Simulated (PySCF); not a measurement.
**O+ (oxygen, charge +1) across methods**

[He] 2s2 2p3, high-spin 4S determinant. All numbers are calculated (PySCF 2.14, the spin-free X2C one-electron Hamiltonian (Gaussian nucleus), in x2c-TZVPPall).

```csv
method,E (hartree),mean ε 2s α (eV),mean ε 2s β (eV),mean ε 2p α (eV),Σ⟨r²⟩ (bohr²),⟨S²⟩
UHF,-74.42662,-56.416,-41.724,-36.203,7.340,3.755
B97-3,-74.6170,-45.592,-38.046,-29.035,7.389,3.753
r2SCAN,-74.6091,-43.561,-35.742,-27.288,7.392,3.753
BHandHLYP,-74.6261,-49.000,-39.808,-31.386,7.396,3.753
LDA,-74.0645,-41.200,-35.606,-26.427,7.517,3.752
r2SCAN0,-74.6108,-46.820,-37.601,-29.649,7.368,3.754
wB97X,-74.6243,-47.779,-40.423,-31.384,7.399,3.754
PBE,-74.5482,-41.565,-35.674,-26.360,7.485,3.752
```

Task: Estimate the same row for PBE0.

Result: E (hartree) = -74.5641; mean ε 2s α (eV) = -45.437; mean ε 2s β (eV) = -37.640; mean ε 2p α (eV) = -28.971; Σ⟨r²⟩ (bohr²) = 7.425; ⟨S²⟩ = 3.752.
